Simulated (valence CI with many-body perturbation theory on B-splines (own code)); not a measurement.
# E1 transitions of Te⁺

Calculated by configuration interaction combined with many-body perturbation theory (CI+MBPT): five valence electrons over a frozen Dirac-Fock core [Kr] 4d10, a basis of 10 s, 10 p, 9 d, 7 f, 4 g, 2 h functions for each j, with the one-electron correlation potential Σ1, the two-electron term Σ2, the three-electron term Σ3, Breit, model QED; selected CI, second order for the rest, scaled by the run's own slope (own B-spline code, finite nucleus).

Against 14 measured levels this calculation errs by 121 cm⁻¹ on average and by 350 at most. These come from a selection out of the NIST Handbook of Basic Atomic Spectroscopic Data. Levels without a partner in it may be off by more. Among the levels kept, up to 670 cm⁻¹ of a level comes from second order outside the variational space, and about a tenth of that is noise between levels of different J, which matters for small intervals.

Lines 101 to 150 of 245 in falling wavelength, among levels below 106218 cm⁻¹, chosen from the strongest by gf and those to the six lowest levels. Wavelengths and rates use the calculated energies, so an error of 100 cm⁻¹ moves a line at 397.0 nm by 0.4 % and its rate by three times that or more. Electric multipoles are in the length gauge, E1 and E2 with the static RPA response of the core. Weak lines are less certain than strong ones. Lines between different terms over intervals too small for the method are left out, as are lines whose strength nearly cancels. The highest levels of a list are the least certain.

Names give the largest LS component (configuration and term), which can be under half, so a name can repeat, a term be missing and a line seem to break the LS rules; names also repeat where a configuration has a term twice. Letters in brackets count levels of one name in rising energy.

```
λ vac (nm)  λ from measured levels                   Upper                  Lower   A (s⁻¹)  S (a.u.)
     517.1                              5s2 5p2 6p 2D°_3/2  5s2 5p2 5d 4F_3/2 [a]  8.37e+06  2.28e+00
     514.9                              5s2 5p2 6p 2P°_1/2          5s 5p4 2D_3/2  1.45e+07  1.96e+00
     513.9                          5s2 5p2 6p 2D°_5/2 [a]      5s2 5p2 6s 4P_3/2  1.04e+06  4.16e-01
     504.0                          5s2 5p2 6p 2D°_5/2 [b]      5s2 5p2 6s 4P_5/2  3.70e+07  1.40e+01
     498.6                          5s2 5p2 6p 4D°_3/2 [a]          5s 5p4 4P_1/2  5.10e+06  1.25e+00
     495.6                              5s2 5p2 6p 4P°_3/2      5s2 5p2 6s 2P_1/2  5.03e+06  1.21e+00
     489.3                          5s2 5p2 6p 2D°_5/2 [a]  5s2 5p2 5d 4F_3/2 [a]  3.99e+06  1.39e+00
     488.8                          5s2 5p2 6p 2D°_5/2 [b]  5s2 5p2 5d 4F_3/2 [b]  1.31e+07  4.53e+00
     476.5                          5s2 5p2 6p 4D°_3/2 [b]      5s2 5p2 6s 4P_1/2  4.60e+06  9.83e-01
     475.7                              5s2 5p2 6p 2P°_1/2  5s2 5p2 5d 4F_3/2 [b]  3.81e+06  4.05e-01
     470.7                              5s2 5p2 6p 2P°_3/2      5s2 5p2 6s 2P_1/2  1.11e+07  2.29e+00
     446.8                              5s2 5p2 6p 2P°_1/2      5s2 5p2 6s 2P_1/2  1.38e+07  1.22e+00
     439.9                          5s2 5p2 6p 2D°_5/2 [b]      5s2 5p2 6s 4P_3/2  2.20e+06  5.53e-01
     421.7                          5s2 5p2 6p 2D°_5/2 [b]  5s2 5p2 5d 4F_3/2 [a]  5.28e+06  1.17e+00
     401.0                          5s2 5p2 6p 4D°_3/2 [b]          5s 5p4 4P_3/2  3.81e+06  4.85e-01
     397.0                   400.8  5s2 5p2 6p 4D°_3/2 [a]          5s 5p4 4P_5/2  7.75e+06  9.57e-01
     376.4                              5s2 5p2 6p 2D°_3/2          5s 5p4 4P_3/2  4.49e+06  4.72e-01
     361.4                          5s2 5p2 6p 2D°_5/2 [a]          5s 5p4 4P_3/2  2.31e+06  3.23e-01
     358.9                              5s2 5p2 6p 4P°_3/2          5s 5p4 4P_1/2  9.36e+06  8.54e-01
     349.2                          5s2 5p2 6p 4D°_3/2 [b]          5s 5p4 4P_5/2  4.74e+06  3.98e-01
     343.1                   345.8      5s2 5p2 6p 4D°_5/2          5s 5p4 4P_5/2  2.33e+06  2.79e-01
     341.3                              5s2 5p2 6p 4P°_3/2          5s 5p4 4P_3/2  1.08e+07  8.48e-01
     330.4                              5s2 5p2 6p 2D°_3/2          5s 5p4 4P_5/2  1.29e+07  9.20e-01
     318.8                          5s2 5p2 6p 2D°_5/2 [a]          5s 5p4 4P_5/2  1.90e+06  1.82e-01
     311.3                   313.3      5s2 5p2 6p 4D°_7/2          5s 5p4 4P_5/2  1.86e+06  2.22e-01
     303.1                              5s2 5p2 6p 4P°_3/2          5s 5p4 4P_5/2  4.53e+06  2.49e-01
     293.6                   295.7      5s2 5p2 6p 2P°_3/2          5s 5p4 4P_5/2  2.09e+06  1.04e-01
     288.7                          5s2 5p2 6p 2D°_5/2 [b]          5s 5p4 4P_5/2  3.09e+06  2.20e-01
     213.4                   212.0           5s 5p4 4P_5/2        5s2 5p3 2P°_3/2  1.44e+05  4.14e-03
     197.8                   196.6           5s 5p4 4P_3/2        5s2 5p3 2P°_3/2  2.00e+05  3.06e-03
     192.3                                   5s 5p4 4P_1/2        5s2 5p3 2P°_3/2  7.31e+05  5.14e-03
     185.1                   184.0           5s 5p4 4P_3/2        5s2 5p3 2P°_1/2  5.57e+04  6.98e-04
     183.5                               5s2 5p2 6s 4P_1/2        5s2 5p3 2P°_3/2  1.76e+06  1.07e-02
     180.3                                   5s 5p4 4P_1/2        5s2 5p3 2P°_1/2  9.69e+05  5.61e-03
     173.1                           5s2 5p2 5d 4F_3/2 [a]        5s2 5p3 2P°_3/2  3.34e+05  3.42e-03
     172.5                               5s2 5p2 6s 4P_1/2        5s2 5p3 2P°_1/2  7.21e+05  3.65e-03
     171.1                   170.2           5s 5p4 4P_5/2        5s2 5p3 2D°_5/2  9.64e+05  1.43e-02
     170.2                               5s2 5p2 6s 4P_3/2        5s2 5p3 2P°_3/2  2.24e+06  2.18e-02
     167.6                               5s2 5p2 6s 2P_1/2        5s2 5p3 2P°_3/2  1.69e+05  7.87e-04
     164.9                   164.0           5s 5p4 4P_5/2        5s2 5p3 2D°_3/2  9.22e+05  1.22e-02
     164.3                               5s2 5p2 5d 4F_5/2        5s2 5p3 2P°_3/2  1.04e+05  1.37e-03
     163.8                           5s2 5p2 5d 4F_3/2 [b]        5s2 5p3 2P°_3/2  2.00e+06  1.73e-02
     163.3                           5s2 5p2 5d 4F_3/2 [a]        5s2 5p3 2P°_1/2  1.68e+06  1.44e-02
     162.2                               5s2 5p2 6s 4P_5/2        5s2 5p3 2P°_3/2  2.31e+03  2.92e-05
     160.9                   160.1           5s 5p4 4P_3/2        5s2 5p3 2D°_5/2  1.69e+06  1.39e-02
     160.7                               5s2 5p2 6s 4P_3/2        5s2 5p3 2P°_1/2  3.13e+05  2.57e-03
     159.6                                   5s 5p4 2D_3/2        5s2 5p3 2P°_3/2  1.51e+07  1.22e-01
     158.4                               5s2 5p2 6s 2P_1/2        5s2 5p3 2P°_1/2  7.43e+07  2.91e-01
     158.3                                   5s 5p4 2D_5/2        5s2 5p3 2P°_3/2  1.15e+06  1.35e-02
     155.4                   154.6           5s 5p4 4P_3/2        5s2 5p3 2D°_3/2  9.18e+05  6.80e-03
```
